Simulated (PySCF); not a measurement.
## Nd: excitation energy

Nd [Xe] 4f4 6s2 (high-spin determinant) → Nd [Xe] 4f3 5d1 6s2 (high-spin determinant), as a difference of total energies. Calculation: PySCF 2.14, in cc-pVDZ-X2C (8s7p5d3f1g, 84 functions); the spin-free X2C one-electron Hamiltonian (Gaussian nucleus). Correlated levels: valence: [Kr] 4d10 frozen. The calculations carry no spin-orbit coupling.

```json
{"method": "UHF", "excitation energy (eV)": "-0.007"}
{"method": "MP2 (valence)", "excitation energy (eV)": "0.774"}
{"method": "SCS-MP2 (valence)", "excitation energy (eV)": "0.432"}
{"method": "CCSD (valence)", "excitation energy (eV)": "0.565"}
{"method": "CCSD(T) (valence)", "excitation energy (eV)": "0.574"}
```

Task: How much does correlation contribute at CCSD(T) (valence)?

Result: 0.574 − (-0.007) = 0.581 eV, measured against UHF.

A first-order spin-orbit estimate (lowest level to lowest level, LS coupling) adds -0.133 eV.

The coupled-cluster amplitudes are large for the upper state (T1 above 0.03 or a double amplitude above 0.15), so a single reference is strained.

The determinant of the lower state and of the upper state mixes LS terms, which raises its energy above the lowest term, most at the Hartree-Fock and MP2 levels.
